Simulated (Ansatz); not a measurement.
One change: `[SiH3][SiH]1BO1` becomes `[SiH3][SiH]1[O][AlH]1`.

Ansatz, PBE0-D4/def2-TZVP geometries, multiplicity 1. 

| property | `[SiH3][SiH]1BO1` |
| --- | --- |
| size of the dipole moment (ωB97M-V/def2-TZVPP) / D | 1.17 |
| HOMO–LUMO gap (PBE/def2-TZVPP) / eV | 3.80 |
| LUMO energy (B3LYP/def2-TZVPP) / eV | -1.35 |
| HOMO–LUMO gap (ωB97M-V/def2-TZVPP) / eV | 9.70 |
| LUMO energy (PBE/def2-TZVPP) / eV | -2.08 |
| size of the dipole moment (PBE/def2-TZVPP) / D | 0.90 |

(1) Give the same properties after the change, and the shifts. (Estimate.)

Answers

(1) Computed: 
| property | `[SiH3][SiH]1[O][AlH]1` | shift |
| --- | --- | --- |
| size of the dipole moment (ωB97M-V/def2-TZVPP) / D | 1.75 | 0.58 |
| HOMO–LUMO gap (PBE/def2-TZVPP) / eV | 2.94 | -0.86 |
| LUMO energy (B3LYP/def2-TZVPP) / eV | -1.76 | -0.41 |
| HOMO–LUMO gap (ωB97M-V/def2-TZVPP) / eV | 8.27 | -1.43 |
| LUMO energy (PBE/def2-TZVPP) / eV | -2.34 | -0.26 |
| size of the dipole moment (PBE/def2-TZVPP) / D | 1.50 | 0.60 |

With PBE0 the HOMO rises by 0.71 eV and the LUMO falls by 0.40 eV, so the gap narrows by about 1.11 eV. PBE moves the HOMO by 0.60 eV and ωB97M-V by 0.86 eV. Dipoles are sizes alone; their direction can turn.

B3LYP here is the variant with VWN-RPA as its local correlation; programs differ in this.
